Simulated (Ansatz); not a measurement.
Program: Ansatz. Geometries: PBE0-D4/def2-TZVP. ΔE: electronic, gas phase. CCSD(T)/CBS adds triple-zeta CCSD(T) − MP2 to the extrapolated MP2 energy (def2 sets, frozen cores). This one scheme is used for every species. DFT in def2-TZVPP. HSE06 is defined as in plane-wave codes. One conformer a species, not always the lowest.

Reaction (cleavage of the Si–Si bond): `O[SiH2][SiH3]` + `N=CF` → `O[SiH2]/N=C/F` + SiH₄

`O[SiH2][SiH3]`:

Z-matrix (Å, degrees):
```
Si
Si 1 2.347
O 1 1.654 2 112.4
H 1 1.484 2 110.6 3 117.6
H 1 1.493 2 108.5 3 -123.5
H 2 1.489 1 110.0 3 177.8
H 2 1.491 1 110.1 3 58.6
H 2 1.488 1 111.4 3 -61.5
H 3 0.958 1 117.6 2 -58.8
```

`N=CF`:

```xyz
5

N    -0.666    0.400    0.555
C     0.102   -0.255   -0.168
F    -0.211   -1.499   -0.515
H    -0.288    1.327    0.730
H     1.063    0.027   -0.602
```

`O[SiH2]/N=C/F`:

Z-matrix (Å, degrees):
```
Si
N 1 1.733
O 1 1.636 2 109.5
H 1 1.483 2 105.8 3 121.3
H 1 1.485 2 112.7 3 -117.0
C 2 1.234 1 126.7 3 122.5
H 3 0.959 1 117.7 2 53.4
F 6 1.336 2 121.4 1 -179.4
H 6 1.095 2 129.6 1 0.6
```

SiH₄:

Cartesian coordinates in Å:
```
Si 0.000 0.000 0.000
H 0.022 1.461 0.265
H -0.523 -0.247 -1.367
H -0.877 -0.670 0.993
H 1.377 -0.544 0.109
```

CCSD(T)/CBS gives -0.76 eV.

(1) Another level gave -0.75 eV. Which?
A. r2SCAN0-D4/def2-TZVPP
B. HF/def2-TZVPP
C. HSE06/def2-TZVPP
D. BHLYP/def2-TZVPP

(2) What do rigid-rotor, harmonic-oscillator terms from PBE0-D4/def2-TZVP frequencies (298.15 K, 1 bar) make of the CCSD(T)/CBS value? (Best estimate.)

Largest T1 diagnostic among the species: 0.013.

## Answers

(1) A. r2SCAN0-D4 -0.75, BHLYP -0.85, HF/def2-TZVPP -0.93, HSE06 -0.64 eV.

(2) The calculation gave: ΔZPE = -0.07 eV, ΔH = -0.83 eV, ΔS = -29 J/(mol·K), ΔG = -0.74 eV.

From PBE to PBE0 (25 % exact exchange), in def2-TZVPP and without D4, ΔE moves by −0.05 eV. Leaving LDA and LC-ωPBE aside and taking each functional with its dispersion term where it has one, the values, not all of them listed here, spread over 0.25 eV, from BHLYP-D4 to PBE-D4. LDA lies −0.06 eV from PBE without D4. In def2-TZVPP, CCSD(T) changes the Hartree–Fock value by +0.16 eV (the triples alone add +0.01 eV) and MP2 by +0.05 eV.
